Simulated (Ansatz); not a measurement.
C2H5GaO. Total charge 0; spin multiplicity 1. The bonds changed during the relaxation, so this is another structure than the one it started from. The geometry is a stationary point of PBE0-D4/def2-TZVP.

```xyz
9

C    -0.646    0.199   -0.123
C     0.454   -0.043    0.889
Ga    0.727   -0.583   -2.842
O    -0.242   -0.089   -1.424
H    -1.521   -0.415    0.129
H    -0.972    1.247   -0.070
H     0.770   -1.089    0.870
H     0.108    0.191    1.900
H     1.322    0.582    0.671
```

Q: What is the dipole moment at B3LYP/def2-TZVPP? (An estimate is asked.)

A: The calculation gave: 0.49 D, with components (0.34, -0.08, 0.33) D in this frame, pointing from negative to positive charge.

Q: And with PBE, r2SCAN, ωB97M-V? (An estimate is asked.)

A: Computed: PBE 0.54 D, r2SCAN 0.59 D, ωB97M-V 0.48 D.

Q: Give the Mulliken charges with B3LYP, ωB97M-V, r2SCAN in def2-TZVPP. (An estimate is asked.)

A: Computed: 
```json
{"atom": "C1", "B3LYP": "0.07", "ωB97M-V": "0.01", "r2SCAN": "0.16"}
{"atom": "C2", "B3LYP": "-0.24", "ωB97M-V": "-0.30", "r2SCAN": "-0.13"}
{"atom": "Ga3", "B3LYP": "0.20", "ωB97M-V": "0.22", "r2SCAN": "0.21"}
{"atom": "O4", "B3LYP": "-0.37", "ωB97M-V": "-0.38", "r2SCAN": "-0.39"}
{"atom": "H5", "B3LYP": "0.06", "ωB97M-V": "0.08", "r2SCAN": "0.02"}
{"atom": "H6", "B3LYP": "0.06", "ωB97M-V": "0.08", "r2SCAN": "0.02"}
{"atom": "H7", "B3LYP": "0.07", "ωB97M-V": "0.10", "r2SCAN": "0.04"}
{"atom": "H8", "B3LYP": "0.07", "ωB97M-V": "0.10", "r2SCAN": "0.04"}
{"atom": "H9", "B3LYP": "0.07", "ωB97M-V": "0.10", "r2SCAN": "0.04"}
```

B3LYP here is the variant with VWN-RPA as its local correlation; programs differ in this.
